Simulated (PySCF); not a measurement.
```xyz
4
charge 1 multiplicity 1, angstrom
Re    0.0000    0.0000    0.2657
S     1.9346    0.0000   -0.5195
S    -0.9673    1.6754   -0.5195
S    -0.9673   -1.6754   -0.5195
```

Level of theory: PBE0 in PySCF with Re def2-SVP with ECP60, S def2-SVP; scalar-relativistic core potentials, no spin–orbit coupling; density-fitted integrals.

This geometry of ReS₃⁺ is a stationary point at this level.

**Question.** What is the point group?

**Answer.** C3v.

**Question.** Is it a minimum?

**Answer.** Yes: all harmonic wavenumbers are real.

**Question.** List the harmonic modes with their infrared intensities.

**Answer.** 
```
symmetry  ω (cm⁻¹)  IR (km/mol, summed over degenerate members)     type
      a1       206                                          0.3     bend
       e       212                                          2.1     bend
       e       553                                         38.1  stretch
      a1       580                                          0.2  stretch
```

**Question.** Give the ideal-gas entropy at 298.15 K and 1 bar by parts.

**Answer.** translation 179.3, rotation 108.6, vibration 32.2, spin 0.0; total 320.1 J/(mol K).

In C3v the vibrations span 2a1 + 2e.

Only a few start shapes were tried, so a lower isomer may exist. With an element this heavy the missing spin–orbit coupling can shift these numbers.
